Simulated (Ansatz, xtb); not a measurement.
# Ligand exchange: CH3Na + CH2FI → NaI + C2H5F

Species: CH3Na `[CH3][Na]`, singlet; CH2FI (fluoroiodomethane) `FCI`, singlet; NaI (Sodium Iodide), singlet; C2H5F `CCF`, singlet. The partners trade CH3 for I: Na–CH3 and C–I bonds give way to Na–I and C–CH3.

Shapes, held fixed at every level: PBE0-D4/def2-TZVP. Programs: Ansatz 0.2.0, xtb 6.7.1. The zero-point and thermal change to 298 K, harmonic and unscaled (PBE0-D4/def2-TZVP), is +13.9 kJ/mol.

| level | kind | ΔH(298 K) (kJ/mol) | less CCSD(T)/def2-TZVPP |
| --- | --- | --- | --- |
| GFN2-xTB | semi-empirical | -368.3 | -52.0 |
| HF/def2-SVP | Hartree–Fock | -402.8 | -86.5 |
| HF/def2-TZVPP | Hartree–Fock | -381.5 | -65.2 |
| r2SCAN-D4/def2-TZVPP | meta-GGA | -320.9 | -4.6 |
| MP2/def2-SVP | perturbation theory | -360.3 | -44.0 |
| MP2/def2-TZVPP | perturbation theory | -319.9 | -3.6 |
| CCSD/def2-SVP | coupled cluster or CI | -361.3 | -45.0 |
| CCSD(T)/def2-TZVPP | coupled cluster or CI | -316.3 | 0.0 |

The highest level, CCSD(T)/def2-TZVPP, gives ΔH(298 K) = -316.3 kJ/mol; the levels span -402.8 to -316.3. The column of differences is taken from that level and isn't an error. No measured value is set beside it here. For atoms past krypton def2 sets carry core potentials with scalar relativity. Correlated rows may include outer-core shells of I, Na, which these sets cover unevenly.
